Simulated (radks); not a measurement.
Problem. These are the eigenvalues of the occupied orbitals of an atom or ion with whole-number occupations (eV). Calculated with a radial shooting solver on a logarithmic mesh with Libxc functionals: Dirac Kohn-Sham, PBE, spin-unpolarised, spherical densities, finite nucleus; Fermi nuclear charge, rms radius of each element as measured or else 0.836 A^(1/3) + 0.57 fm.

| orbital | eigenvalue |
|---|---|
| 1s1/2 | -22090.76 |
| 2s1/2 | -3317.760 |
| 2p1/2 | -3078.401 |
| 2p3/2 | -2947.457 |
| 3s1/2 | -716.7525 |
| 3p1/2 | -623.9413 |
| 3p3/2 | -601.5588 |
| 3d3/2 | -437.6442 |
| 3d5/2 | -433.2572 |
| 4s1/2 | -223.6738 |
| 4p1/2 | -193.5862 |
| 4p3/2 | -189.2699 |

Which element is it, and in what charge state? The configuration may be excited. Open shells, if any, are shared by 2j + 1.

Solution. Z = 44, ruthenium, charge +9: Ru9+ in [Ar] 3d10 4s2 4p5. The list shows which subshells hold electrons but not how many an open one holds; the 1s level, -811.82 hartree, gives Z - s = 40.3 by -(Z - s)^2/2, which with screening and relativity narrows Z to a few neighbours, and the depths of the outer levels then fix element, charge and occupations together.
